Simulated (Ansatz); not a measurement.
This geometry of ClGeH5OSn (9 atoms, charge 0, multiplicity 1) is a first-order saddle point.

Computed with Ansatz, RKS PBE0-D4/def2-SVP.

```xyz
9
Properties=species:S:1:pos:R:3
O 0.010 1.943 -0.990
Ge 0.753 0.722 0.069
Cl 2.405 -0.137 -1.068
Sn -0.951 -1.188 0.565
H 0.428 1.972 -1.858
H 1.386 1.453 1.270
H -1.458 -1.848 -0.928
H -0.187 -2.397 1.505
H -2.298 -0.567 1.417
```

Task: Which two structures does it join? (They come from a converged band through this point; their orientation in space is the band's.)

Result: No bond is made or broken. The dihedral H5–O1–Ge2–Sn4 goes from -56 to -176°.

Image 0:

```xyz
9
Properties=species:S:1:pos:R:3
O 0.234 2.022 -0.973
Ge 0.832 0.752 0.113
Cl 2.537 -0.218 -0.844
Sn -0.922 -1.142 0.499
H -0.051 1.684 -1.830
H 1.365 1.526 1.327
H -1.379 -1.745 -1.037
H -0.223 -2.396 1.427
H -2.305 -0.529 1.301
```

Image 8:

```xyz
9
Properties=species:S:1:pos:R:3
O -0.068 1.774 -1.101
Ge 0.758 0.646 -0.005
Cl 2.428 -0.254 -1.084
Sn -0.967 -1.224 0.525
H 0.503 2.484 -1.417
H 1.417 1.424 1.156
H -1.436 -1.945 -0.949
H -0.218 -2.386 1.533
H -2.328 -0.564 1.325
```

Task: How far does it lie above each of them?

Result: 0.6 kcal/mol above the first and 0.7 kcal/mol above the second. This is the barrier of this one path; another mechanism may lie lower.

Run time: 4.3 min on 2 threads of Intel(R) Xeon(R) Platinum 8175M CPU @ 2.50GHz (Skylake/Cascade Lake), on a shared host, peak memory 0.35 GiB.
